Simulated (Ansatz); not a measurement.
Rb2Pb2Br6: single points at one geometry.

```yaml
crystal:
  periodic: [false, false, false]
  atoms:
    - {symbol: Rb, position_ang: [2.631918, -1.576641, -0.507265]}
    - {symbol: Rb, position_ang: [1.480169, 3.331252, 1.383621]}
    - {symbol: Pb, position_ang: [-1.364981, -2.370523, 0.716764]}
    - {symbol: Pb, position_ang: [-0.932196, 1.151132, -1.142237]}
    - {symbol: Br, position_ang: [-0.390203, -2.053074, -1.927462]}
    - {symbol: Br, position_ang: [-3.336642, -0.153134, -0.121787]}
    - {symbol: Br, position_ang: [1.042046, -3.753247, 1.456250]}
    - {symbol: Br, position_ang: [-1.431096, 3.700421, 0.008153]}
    - {symbol: Br, position_ang: [2.171684, 1.644093, -1.347304]}
    - {symbol: Br, position_ang: [0.129310, 0.079732, 1.481276]}
basis:
  gaussian: {orbitals: def2-SVP}
magnetization: {spin_polarized: true, initial_magnetization: 2}
hamiltonian: {xc: pbe, dispersion: d4}
scf: {omitted_lower_state_checks: [starts]}
output: {orbitals: {seedname: orbitals}}
```

The file start.molden holds the orbitals of an earlier run on this structure, at another level or in another basis.

```sh
$ ansatz run in.yaml --threads 6 --pin off --events-out ev --progress --plain --max-ram 7833MiB
```

Output, abridged:

```
Functional definition: PBE
3202 factors; their error is unknown
mean field evaluation 1: about -431982.4710 eV, gradient 2.1e1 eV
mean field evaluation 2: about -431949.6408 eV, gradient 6.5e1 eV
mean field evaluation 4: about -431980.8172 eV, gradient 2.2e1 eV
mean field evaluation 8: about -431982.9398 eV, gradient 1.5e1 eV
mean field evaluation 16: about -431985.6469 eV, gradient 1.2e-1 eV
mean field evaluation 32: about -431985.6488 eV, gradient 2.7e-6 eV
mean field -431985.64881372 eV, -15875.1797835147 hartree, gradient 2.7e-6 eV, S^2 2.001788; 0 other end points of the search recorded, 0 dependent functions left out
reference -431985.64890940 eV, -15875.1797870310 hartree; 137, 135 occupied and 155, 157 virtual orbitals, 3202 factors
Total energy: -431986.48573333 eV, -15875.2105397431 hartree
Checks for a lower state left out: starts
```

Run time 2.9 min (6 threads of AMD EPYC on a shared host), peak host memory 2 GiB.

The first input with `gaussian: {orbitals: def2-SVP, initial_orbitals: start.molden}`, `hamiltonian: {xc: r2scan, dispersion: d4}` (abridged; 5.5 min):

```
Functional definition: r2SCAN
mean field evaluation 16: about -432052.1083 eV, gradient 2.2e-5 eV
mean field -432052.10829513 eV, -15877.6221244087 hartree, gradient 5.5e-6 eV, S^2 2.003447
Total energy: -432052.29403322 eV, -15877.6289501575 hartree
Checks for a lower state left out: starts
```

Geometry: PBE-D4/def2-SVP, that of the neutral singlet.

In the def2 sets Pb, Rb take a core potential; there is no spin–orbit coupling. At PBE-D4/def2-SVP the gap within one spin of the charge 0 triplet nearly closes, so an electron or hole may be smeared out by delocalisation error. At PBE-D4/def2-SVP a singlet of charge 0 lies 3.52 eV below the triplet at the same geometry. The structure comes from a short search, and lower isomers may exist.
